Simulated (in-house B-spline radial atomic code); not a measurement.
A fraction x of an electron is moved 5p → 5d in Tm3+, starting from [Xe] 4f12 and keeping the highest spin. Level of theory: scalar-relativistic (X2C) BP86, spin-polarised, spherical fractional occupations, Fermi nucleus of rms radius 5.2256 fm; calculated with a B-spline radial code for spherical atoms.

```
    x  E(x) - E(0) (eV)  5p down level (eV)  5d up level (eV)
    0            0.0000             -56.075                 -
0.125            3.8687             -56.267           -25.374
 0.25            7.7232             -56.452           -25.672
0.375           11.5637             -56.631           -25.962
  0.5                 ?                   ?                 ?
0.625                 ?                   ?                 ?
 0.75           23.0041             -57.133           -26.783
0.875           26.7912             -57.288           -27.042
    1           30.5655             -57.437           -27.295
```

Task: What belongs in the row x = 0.5?

Result: An energy change of 15.3904 eV; 5p down at -56.804 eV, 5d up at -26.244 eV.

Task: What belongs in the row x = 0.625?

Result: An energy change of 19.2038 eV; 5p down at -56.972 eV, 5d up at -26.517 eV.

Task: Check Janak's theorem between x = 0.125 and 0.25.

Result: The slope of the energy is 30.84 eV; the orbital levels give 30.84 eV (ε of the receiving orbital less ε of the emptying one, averaged over the two points).
